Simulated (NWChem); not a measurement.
System: CH4N2S cation, doublet; SMILES of the neutral closed-shell parent NC(N)=S

```xyz
8

N      0.0077     1.1690    -1.0331
C      0.0000     0.0000    -0.3866
N     -0.0077    -1.1690    -1.0331
S      0.0000     0.0000     1.3523
H      0.2381     1.2380    -2.0305
H     -0.1842     2.0404    -0.5308
H     -0.2380    -1.2380    -2.0305
H      0.1842    -2.0404    -0.5308
```
Atoms are numbered in this order, from 1.

Results from NWChem. Pople sets run with spherical d functions. Spin-unrestricted. Structure relaxed at the PBE-D3(BJ)/def2-SVP, spin-unrestricted level. The spin multiplicity was typed, not searched, and may not be the lowest. No stability test was run on the SCF state. Atomic charges in e: unrestrained fits to the electrostatic potential beside Mulliken populations; buried atoms are poorly determined by the fit.

For level UHF/6-31G*:

* **ESP N1**: -0.76
* **Mulliken N1**: -0.88
* **ESP C2**: 0.63
* **Mulliken C2**: 0.51
* **ESP N3**: -0.76
* **Mulliken N3**: -0.88

Task: Estimate the same quantities for level B3LYP/def2-SVP.

Result: 
| Item | Value |
|---|---|
| ESP N1 | -0.52 |
| Mulliken N1 | -0.01 |
| ESP C2 | 0.40 |
| Mulliken C2 | -0.03 |
| ESP N3 | -0.53 |
| Mulliken N3 | -0.01 |
